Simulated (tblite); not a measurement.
A geometry optimisation, step by step.

C3H9B2BrO2.
SMILES with atom numbers: `[CH3:1][CH2:2][O:3][B:4]([CH3:5])[O:6][BH:7][Br:8]` (hydrogens: H9, H10, H11 on C1; H12, H13 on C2; H14, H15, H16 on C5; H17 on B7)

Computed with GFN2-xTB (tblite), gas phase: L-BFGS steps from a force-field or distance-geometry start until the largest atomic force falls under 0.01 eV/Å. 10 of its 131 geometries are shown.

Step 0: E = -701.8525 eV, largest atomic force 4.262 eV/Å
```
atom  x, y, z in Å  |  force x, y, z in eV/Å
C1      2.704    0.422    0.571    0.214   0.382   0.356
C2      1.464   -0.231   -0.049    1.298  -0.483   0.528
O3      0.322    0.418    0.432   -2.425  -1.015  -1.440
B4     -0.874   -0.210   -0.179    0.979   0.695  -0.367
C5     -1.589   -1.429    0.585    0.190   0.236  -0.097
O6     -1.372    0.233   -1.477   -1.377   2.351   3.278
B7     -2.303    1.326   -1.199    2.104  -0.748  -1.152
Br8    -1.663    3.227   -1.206   -0.583  -1.934   0.001
H9      3.620   -0.086    0.212   -0.556   0.316   0.226
H10     2.651    0.350    1.684    0.084   0.113  -0.914
H11     2.734    1.493    0.276    0.056  -0.729   0.290
H12     1.469   -1.313    0.265   -0.172   0.573  -0.387
H13     1.551   -0.157   -1.139   -0.174  -0.144  -0.050
H14    -1.547   -2.332   -0.068   -0.243   0.612   0.647
H15    -2.649   -1.156    0.786    0.735  -0.475  -0.146
H16    -1.071   -1.637    1.548   -0.516   0.019  -0.736
H17    -3.453    1.096   -1.050    0.387   0.231  -0.037
```

Step 14: E = -703.5342 eV, largest atomic force 0.590 eV/Å
```
atom  x, y, z in Å  |  force x, y, z in eV/Å
C1      2.757    0.440    0.599   -0.135   0.132   0.165
C2      1.669   -0.352   -0.114    0.084  -0.194   0.037
O3      0.390    0.208    0.024   -0.153   0.359  -0.443
B4     -0.875   -0.221   -0.040    0.284  -0.105   0.299
C5     -1.557   -1.502    0.610   -0.292  -0.367   0.167
O6     -1.761    0.617   -0.641   -0.189   0.104  -0.002
B7     -2.512    1.529   -1.168    0.384   0.124   0.123
Br8    -1.757    3.240   -1.515   -0.087   0.088  -0.010
H9      3.737    0.042    0.327   -0.227   0.061   0.089
H10     2.624    0.399    1.674    0.052  -0.153   0.124
H11     2.705    1.490    0.325    0.010  -0.002  -0.181
H12     1.680   -1.398    0.192   -0.060  -0.225   0.313
H13     1.886   -0.341   -1.178    0.107   0.029  -0.466
H14    -1.584   -2.390   -0.006    0.255  -0.106  -0.390
H15    -2.601   -1.269    0.774   -0.254   0.138   0.079
H16    -1.170   -1.830    1.561    0.386   0.096   0.257
H17    -3.638    1.350   -1.433   -0.165   0.023  -0.160
```

Step 29: E = -703.8354 eV, largest atomic force 0.358 eV/Å
```
atom  x, y, z in Å  |  force x, y, z in eV/Å
C1      2.591    0.422    0.590    0.007   0.032   0.071
C2      1.601   -0.430   -0.188   -0.101  -0.090  -0.137
O3      0.367    0.238   -0.349   -0.173  -0.184   0.149
B4     -0.880   -0.129   -0.003    0.215  -0.279   0.066
C5     -1.417   -1.497    0.675    0.061   0.052  -0.009
O6     -1.856    0.705   -0.446   -0.079   0.008  -0.011
B7     -2.471    1.625   -1.119    0.148   0.000  -0.058
Br8    -1.704    3.332   -1.441   -0.043  -0.036   0.114
H9      3.596    0.067    0.401    0.120  -0.110   0.084
H10     2.381    0.379    1.648   -0.008  -0.013   0.256
H11     2.542    1.458    0.282   -0.116   0.136  -0.168
H12     1.471   -1.410    0.290   -0.092   0.087   0.027
H13     2.005   -0.596   -1.191   -0.078  -0.023  -0.160
H14    -1.302   -2.298   -0.064   -0.095   0.134   0.175
H15    -2.483   -1.397    0.905    0.288  -0.068  -0.125
H16    -0.927   -1.841    1.587    0.099   0.201  -0.155
H17    -3.521    1.386   -1.587   -0.154   0.154  -0.120
```

Step 43: E = -704.0008 eV, largest atomic force 0.188 eV/Å
```
atom  x, y, z in Å  |  force x, y, z in eV/Å
C1      2.456    0.398    0.599    0.004   0.021  -0.075
C2      1.501   -0.472   -0.215    0.003   0.069   0.027
O3      0.302    0.229   -0.487    0.056  -0.102  -0.072
B4     -0.935   -0.161   -0.146   -0.028  -0.023  -0.041
C5     -1.255   -1.474    0.705    0.054  -0.039   0.091
O6     -1.961    0.573   -0.666   -0.037   0.101   0.008
B7     -2.439    1.668   -1.188   -0.092  -0.147  -0.026
Br8    -1.605    3.361   -1.019    0.020  -0.101   0.102
H9      3.458   -0.023    0.530   -0.051   0.079   0.078
H10     2.164    0.461    1.648   -0.037  -0.039  -0.176
H11     2.453    1.400    0.175    0.080  -0.028   0.059
H12     1.293   -1.411    0.307    0.018   0.011  -0.031
H13     1.954   -0.707   -1.187   -0.031   0.043   0.035
H14    -1.112   -2.356    0.084    0.021  -0.023  -0.053
H15    -2.261   -1.535    1.102   -0.076   0.167  -0.043
H16    -0.564   -1.561    1.538   -0.016  -0.052   0.117
H17    -3.457    1.621   -1.787    0.111   0.064  -0.001
```

Step 58: E = -704.0874 eV, largest atomic force 0.162 eV/Å
```
atom  x, y, z in Å  |  force x, y, z in eV/Å
C1      2.392    0.432    0.559    0.022   0.047   0.014
C2      1.502   -0.444   -0.315    0.128  -0.039   0.091
O3      0.277    0.182   -0.635    0.035  -0.148   0.031
B4     -0.931   -0.235   -0.234   -0.044  -0.011   0.086
C5     -1.244   -1.438    0.768    0.019  -0.061   0.033
O6     -1.988    0.415   -0.805   -0.082   0.046  -0.106
B7     -2.390    1.593   -1.190    0.062   0.100   0.052
Br8    -1.522    3.143   -0.525   -0.061   0.040  -0.003
H9      3.365   -0.045    0.663   -0.057   0.035  -0.006
H10     1.960    0.560    1.551   -0.034   0.006  -0.098
H11     2.526    1.413    0.111   -0.034   0.004  -0.021
H12     1.326   -1.391    0.203   -0.073  -0.090  -0.035
H13     1.996   -0.660   -1.268    0.058   0.054  -0.039
H14    -1.124   -2.394    0.262    0.020  -0.020  -0.034
H15    -2.266   -1.404    1.133   -0.030   0.048  -0.009
H16    -0.584   -1.452    1.632    0.012   0.040   0.007
H17    -3.301    1.738   -1.920    0.060  -0.052   0.037
```

Step 72: E = -704.1263 eV, largest atomic force 0.060 eV/Å
```
atom  x, y, z in Å  |  force x, y, z in eV/Å
C1      2.289    0.446    0.523    0.005  -0.013  -0.015
C2      1.536   -0.520   -0.382   -0.003  -0.038  -0.042
O3      0.292    0.028   -0.757   -0.032   0.009   0.017
B4     -0.911   -0.281   -0.253   -0.007   0.035  -0.009
C5     -1.231   -1.420    0.820   -0.011   0.006  -0.042
O6     -1.933    0.433   -0.813    0.029  -0.009   0.001
B7     -2.315    1.630   -1.149    0.012  -0.029   0.023
Br8    -1.581    3.144   -0.273   -0.019  -0.001  -0.008
H9      3.259    0.028    0.776    0.033   0.001   0.015
H10     1.730    0.631    1.436   -0.023  -0.021   0.003
H11     2.430    1.393    0.011    0.006   0.034   0.009
H12     1.397   -1.488    0.108   -0.012  -0.012   0.058
H13     2.094   -0.678   -1.311    0.049   0.002  -0.030
H14    -1.088   -2.399    0.365   -0.003  -0.010   0.027
H15    -2.258   -1.371    1.168   -0.001   0.008  -0.001
H16    -0.579   -1.373    1.690   -0.004   0.031  -0.027
H17    -3.138    1.806   -1.969   -0.019   0.007   0.020
```

Step 87: E = -704.1329 eV, largest atomic force 0.054 eV/Å
```
atom  x, y, z in Å  |  force x, y, z in eV/Å
C1      2.277    0.436    0.522    0.007  -0.026   0.016
C2      1.559   -0.549   -0.395    0.015  -0.004   0.000
O3      0.324   -0.006   -0.811    0.029  -0.021   0.000
B4     -0.884   -0.290   -0.305    0.023   0.003  -0.006
C5     -1.220   -1.390    0.802   -0.039   0.032   0.008
O6     -1.900    0.433   -0.861    0.017  -0.012   0.009
B7     -2.334    1.627   -1.125    0.002   0.001  -0.023
Br8    -1.627    3.132   -0.210   -0.010  -0.013   0.009
H9      3.251    0.046    0.801    0.018  -0.023  -0.027
H10     1.694    0.600    1.426   -0.025   0.003  -0.013
H11     2.406    1.393    0.022   -0.018  -0.034  -0.012
H12     1.405   -1.508    0.114   -0.002   0.029   0.009
H13     2.145   -0.728   -1.304    0.007   0.043   0.020
H14    -1.082   -2.398    0.416    0.037   0.039  -0.003
H15    -2.251   -1.310    1.133   -0.045  -0.011   0.013
H16    -0.585   -1.284    1.678    0.024  -0.025   0.007
H17    -3.187    1.808   -1.911   -0.038   0.018  -0.009
```

Step 101: E = -704.1366 eV, largest atomic force 0.020 eV/Å
```
atom  x, y, z in Å  |  force x, y, z in eV/Å
C1      2.269    0.419    0.526   -0.003  -0.008   0.007
C2      1.579   -0.575   -0.401   -0.003   0.004  -0.005
O3      0.352   -0.039   -0.852   -0.005   0.008   0.002
B4     -0.861   -0.282   -0.337   -0.006  -0.002   0.010
C5     -1.216   -1.345    0.801    0.008  -0.009   0.006
O6     -1.870    0.435   -0.911   -0.004   0.017  -0.002
B7     -2.354    1.620   -1.119    0.002  -0.003  -0.004
Br8    -1.675    3.106   -0.150   -0.017   0.001  -0.001
H9      3.247    0.044    0.815    0.002  -0.007  -0.010
H10     1.670    0.576    1.420   -0.005   0.003   0.001
H11     2.386    1.375    0.022    0.008  -0.017   0.007
H12     1.417   -1.531    0.109    0.001   0.008  -0.002
H13     2.189   -0.749   -1.294    0.004   0.003  -0.005
H14    -1.055   -2.358    0.436    0.003  -0.004   0.012
H15    -2.254   -1.272    1.114    0.007   0.007  -0.013
H16    -0.593   -1.220    1.684    0.000   0.005   0.000
H17    -3.235    1.808   -1.873    0.007  -0.005  -0.002
```

Step 116: E = -704.1462 eV, largest atomic force 0.059 eV/Å
```
atom  x, y, z in Å  |  force x, y, z in eV/Å
C1      2.303    0.292    0.552    0.017  -0.027   0.025
C2      1.611   -0.613   -0.461   -0.003   0.013  -0.006
O3      0.411   -0.022   -0.915   -0.022  -0.009  -0.018
B4     -0.806   -0.208   -0.379   -0.007  -0.002  -0.020
C5     -1.165   -1.201    0.820   -0.007   0.007  -0.012
O6     -1.799    0.507   -0.967    0.051  -0.030   0.000
B7     -2.463    1.603   -1.129   -0.026   0.021  -0.011
Br8    -2.139    3.077    0.024    0.000   0.040   0.013
H9      3.238   -0.164    0.863    0.031   0.029   0.012
H10     1.669    0.430    1.425    0.008   0.018  -0.007
H11     2.505    1.266    0.112   -0.008  -0.031   0.009
H12     1.415   -1.595   -0.015   -0.026   0.011  -0.014
H13     2.244   -0.746   -1.344   -0.003   0.006  -0.011
H14    -0.866   -2.222    0.595    0.006  -0.024  -0.006
H15    -2.229   -1.207    1.034    0.005   0.002   0.005
H16    -0.643   -0.908    1.728   -0.006  -0.011   0.050
H17    -3.293    1.721   -1.952   -0.009  -0.013  -0.009
```

Step 130: E = -704.1499 eV, largest atomic force 0.010 eV/Å
```
atom  x, y, z in Å  |  force x, y, z in eV/Å
C1      2.346    0.239    0.568   -0.001  -0.004   0.001
C2      1.621   -0.610   -0.471    0.000   0.001   0.002
O3      0.429    0.020   -0.893    0.004  -0.001  -0.003
B4     -0.788   -0.160   -0.351    0.000  -0.003  -0.003
C5     -1.158   -1.176    0.829    0.003   0.000   0.002
O6     -1.772    0.573   -0.920   -0.003   0.004   0.002
B7     -2.509    1.609   -1.142   -0.006  -0.004   0.002
Br8    -2.328    3.149   -0.042    0.003   0.001  -0.001
H9      3.277   -0.242    0.852    0.001  -0.001  -0.005
H10     1.726    0.362    1.452   -0.001  -0.002  -0.002
H11     2.563    1.222    0.160   -0.004  -0.004   0.002
H12     1.404   -1.604   -0.064    0.002   0.003   0.007
H13     2.242   -0.722   -1.366   -0.003   0.007   0.001
H14    -0.812   -2.184    0.611   -0.002  -0.003  -0.009
H15    -2.231   -1.223    0.994    0.003   0.003   0.003
H16    -0.693   -0.876    1.765   -0.004   0.005   0.000
H17    -3.324    1.635   -1.990    0.009  -0.005   0.000
```

**Question.** Summarise the path.

**Answer.** The energy falls by 52.98 kcal/mol from step 0 to step 130; nine tenths of that is first reached at step 36. It rises by more than 0.2 meV at steps 114 and 117. The largest force goes from 4.262 to 0.010 eV/Å. Among the bonds O6–B7 changes most, from 1.463 to 1.291 Å; the atoms move by 0.806 Å rms after alignment.

What follows is the cost of the whole relaxation. On Arm Neoverse V2, one thread, no GPU (shared host), this took 0.81 s of wall time.
